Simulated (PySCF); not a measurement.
Two-photon absorption: SMILES CN(C)C1=C[C@@H]2C=C[C@H]1C2, C9H13N

Molfile (atoms numbered from 1):
```
C9H13N
     RDKit          3D

 23 24  0  0  0  0  0  0  0  0999 V2000
   -2.0107    1.0736    0.0033 C   0  0  0  0  0  0  0  0  0  0  0  0
   -1.4537   -0.2246    0.2906 N   0  0  0  0  0  0  0  0  0  0  0  0
   -2.1826   -1.0014    1.2559 C   0  0  0  0  0  0  0  0  0  0  0  0
   -0.0876   -0.3859    0.2871 C   0  0  0  0  0  0  0  0  0  0  0  0
    0.7032   -1.1550    1.0673 C   0  0  0  0  0  0  0  0  0  0  0  0
    2.1396   -0.9299    0.5786 C   0  0  2  0  0  0  0  0  0  0  0  0
    2.5035    0.5335    0.8684 C   0  0  0  0  0  0  0  0  0  0  0  0
    1.7228    1.2922    0.0910 C   0  0  0  0  0  0  0  0  0  0  0  0
    0.8384    0.3343   -0.7124 C   0  0  1  0  0  0  0  0  0  0  0  0
    1.8608   -0.8045   -0.9336 C   0  0  0  0  0  0  0  0  0  0  0  0
   -1.4509    1.5635   -0.8036 H   0  0  0  0  0  0  0  0  0  0  0  0
   -1.9985    1.7508    0.8823 H   0  0  0  0  0  0  0  0  0  0  0  0
   -3.0558    0.9685   -0.3280 H   0  0  0  0  0  0  0  0  0  0  0  0
   -1.8656   -2.0534    1.1986 H   0  0  0  0  0  0  0  0  0  0  0  0
   -3.2597   -0.9504    1.0375 H   0  0  0  0  0  0  0  0  0  0  0  0
   -2.0219   -0.6539    2.2978 H   0  0  0  0  0  0  0  0  0  0  0  0
    0.4263   -1.7396    1.9423 H   0  0  0  0  0  0  0  0  0  0  0  0
    2.8763   -1.6791    0.8971 H   0  0  0  0  0  0  0  0  0  0  0  0
    3.2175    0.8668    1.6234 H   0  0  0  0  0  0  0  0  0  0  0  0
    1.6517    2.3804    0.0659 H   0  0  0  0  0  0  0  0  0  0  0  0
    0.3495    0.7475   -1.6037 H   0  0  0  0  0  0  0  0  0  0  0  0
    2.7331   -0.4788   -1.5216 H   0  0  0  0  0  0  0  0  0  0  0  0
    1.4147   -1.7125   -1.3655 H   0  0  0  0  0  0  0  0  0  0  0  0
  1  2  1  0
  2  3  1  0
  2  4  1  0
  4  5  2  0
  5  6  1  0
  6  7  1  0
  7  8  2  0
  8  9  1  0
  9 10  1  0
  9  4  1  0
 10  6  1  0
  1 11  1  0
  1 12  1  0
  1 13  1  0
  3 14  1  0
  3 15  1  0
  3 16  1  0
  5 17  1  0
  6 18  1  6
  7 19  1  0
  8 20  1  0
  9 21  1  6
 10 22  1  0
 10 23  1  0
M  END
```

Computed, not measured: TDDFT CAM-B3LYP/def2-SVPD excited states, vertical, gas phase in PySCF 2.14.0. Geometry: PBE0-D3(BJ)/def2-SVP.

(1) How strongly do the lowest singlets absorb one photon, and two photons of half the energy?

Results:

(1) δ for parallel linear polarisation; σ at the peak of a Lorentzian of half width 0.1 eV, single beam; Ω is circular over linear.
| state | E (eV) | f | photon λ (nm) | δ (au) | σ (GM) | Ω | main |
| --- | --- | --- | --- | --- | --- | --- | --- |
| S1 | 4.56 | 0.035 | 543 | 64.3 | 0.49 | 0.87 | HOMO→LUMO 0.89 |
| S2 | 5.21 | 0.026 | 476 | 69.7 | 0.69 | 0.62 | HOMO→LUMO+1 0.85 |
| S3 | 5.93 | 0.003 | 418 | 52.7 | 0.68 | 1.19 | HOMO−1→LUMO 0.39, HOMO→LUMO+5 0.21 |
| S4 | 6.00 | 0.008 | 413 | 72.7 | 0.96 | 1.50 | HOMO→LUMO+2 0.84 |
| S5 | 6.04 | 0.002 | 410 | 128 | 1.71 | 0.97 | HOMO→LUMO+3 0.83 |
| S6 | 6.23 | 0.228 | 398 | 147 | 2.10 | 0.26 | HOMO−1→LUMO 0.40, HOMO→LUMO+4 0.33 |

Among these, the strongest one-photon state is S6, the strongest two-photon state S6, with a dipole change of 1.5 D (relaxed, norm of the difference vector).
